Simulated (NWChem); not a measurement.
System: Ag2; SMILES [Ag][Ag]

All runs: NWChem. Structure relaxed at the PBE0/def2-SVP level. def2 effective core potentials on Ag; no spin-orbit coupling. Vertical excitations in the gas phase; the lowest state need not have the same character in each row.

For level B3LYP/def2-SVPD, TDA:

```yaml
oscillator_strength_of_that_lowest_state: 0.655
orbital gap (eV): 2.98
```

Problem. Estimate the same quantities for level PBE/def2-SVPD, TDA.

Solution. 
- oscillator strength of that lowest state = 0.552
- orbital gap (eV) = 2.03
